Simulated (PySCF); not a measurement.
WS2ClBr, SMILES [S]=[W](=[S])([Cl])[Br], multiplicity 1. Coordinates come from a PBE0-D3(BJ)/def2-SVP optimisation. The spin state was assumed, not searched. The structure was generated by enumeration; whether it is a known compound was not checked. The def2 effective core potentials stand for the cores of W; spin–orbit coupling is left out.

Computed equilibrium geometry at PBE0-D3(BJ)/def2-SVP (PySCF confirms it by a frequency run) as a Z-matrix, and its point group:
point group Cs.
```
W
S 1 2.1151
S 1 2.1151 2 107.55
Cl 1 2.2579 2 108.96 3 -117.96
Br 1 2.3983 2 108.43 3 117.06
```
Charge 0, spin multiplicity 1.
